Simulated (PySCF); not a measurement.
A calculated (wB97M-V, PySCF 2.14, aug-cc-pVTZ-DK, scalar relativity by spin-free X2C-1e) atom or ion has these occupied shells.

```
shell  electrons  orbital energy (eV)  rms radius, mean of both spins (bohr)
 1s α          1             -19886.7                                 0.0404
 1s β          1             -19886.7                                 0.0404
 2s α          1              -2842.8                                  0.166
 2s β          1              -2842.2                                  0.166
 2p α          3              -2539.6                                  0.148
 2p β          3              -2539.1                                  0.148
 3s α          1              -504.40                                  0.457
 3s β          1              -504.12                                  0.457
 3p α          3              -404.19                                  0.463
 3p β          3              -403.83                                  0.463
 3d α          5              -242.18                                  0.455
 3d β          5              -241.54                                  0.455
 4s α          1              -83.132                                   1.18
 4s β          1              -80.451                                   1.18
 4p α          3              -56.141                                   1.32
 4p β          3              -52.754                                   1.32
 4d α          4              -18.731                                   1.92
 5p α          1               -9.974                                   4.11
```

Name the element and its charge.

Mo⁺ (molybdenum, charge +1), in [Kr] 4d4 5p1, one real determinant (an excited configuration).
